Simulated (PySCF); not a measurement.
Geometry:
| atom | x (Å) | y (Å) | z (Å) |
| --- | --- | --- | --- |
| C1 | 0.277 | -1.049 | -2.062 |
| C2 | 0.528 | -0.289 | -1.004 |
| C3 | 1.934 | 0.162 | -0.716 |
| C4 | 2.504 | -0.548 | 0.510 |
| Si5 | -0.864 | 0.229 | 0.190 |
| C6 | -1.190 | -1.158 | 1.464 |
| C7 | -2.467 | 0.542 | -0.796 |
| C8 | -0.401 | 1.844 | 1.098 |
| H9 | -0.715 | -1.398 | -2.293 |
| H10 | 1.053 | -1.356 | -2.749 |
| H11 | 1.940 | 1.239 | -0.538 |
| H12 | 2.573 | -0.044 | -1.578 |
| H13 | 3.527 | -0.228 | 0.694 |
| H14 | 1.909 | -0.326 | 1.391 |
| H15 | 2.500 | -1.625 | 0.357 |
| H16 | -1.456 | -2.085 | 0.966 |
| H17 | -2.008 | -0.894 | 2.127 |
| H18 | -0.319 | -1.358 | 2.081 |
| H19 | -2.844 | -0.372 | -1.245 |
| H20 | -3.248 | 0.934 | -0.151 |
| H21 | -2.309 | 1.259 | -1.596 |
| H22 | -0.215 | 2.652 | 0.397 |
| H23 | 0.487 | 1.728 | 1.711 |
| H24 | -1.208 | 2.160 | 1.753 |

PySCF 2.14 calculation with GIAO PBE0/pcSseg-1 shieldings and geometry from GFN2-xTB; one computed conformer, one averaged value for each set of equivalent atoms, relativity neglected, no solvent.

δ = σ(ref) − σ, references computed at the same level: $^{13}$C, $^{1}$H, $^{29}$Si against TMS.

| atoms | nucleus | count | Hirshfeld charge | δ (ppm) |
| --- | --- | --- | --- | --- |
| H11/H12 | $^{1}$H | 2 | 0.04 | ? |
| H16/H17/H18/H19/H20/H21/H22/H23/H24 | $^{1}$H | 9 | 0.04 | 0.12 |
| C6/C7/C8 | $^{13}$C | 3 | -0.22 | 0.1 |
| C3 | $^{13}$C | 1 | -0.07 | 38.3 |
| Si5 | $^{29}$Si | 1 | 0.41 | -6.3 |
| C1 | $^{13}$C | 1 | -0.10 | ? |
| C4 | $^{13}$C | 1 | -0.12 | 19.0 |
| H10 | $^{1}$H | 1 | 0.04 | 6.02 |
| H13/H14/H15 | $^{1}$H | 3 | 0.04 | 1.04 |
| C2 | $^{13}$C | 1 | -0.08 | ? |
| H9 | $^{1}$H | 1 | 0.04 | 5.43 |

**Question.** Estimate the values marked ?.

**Answer.** 
- C2: 164.2 ppm, fully substituted alkene carbon; the olefinic region
- C1: 131.3 ppm, terminal =CH2 carbon; the olefinic region
- H11/H12: 2.24 ppm, hydrogen on an allylic sp3 CH2; allylic position

Shifts are as computed. Against solution values, carbons near 30 ppm lie about +3 ppm off and those near 130 ppm about +5 ppm. Of 1309 compounds with measured shifts, 239 miss one by over three times the rms of a fit or turn the order of signals round; such compounds aren't used in these exercises.
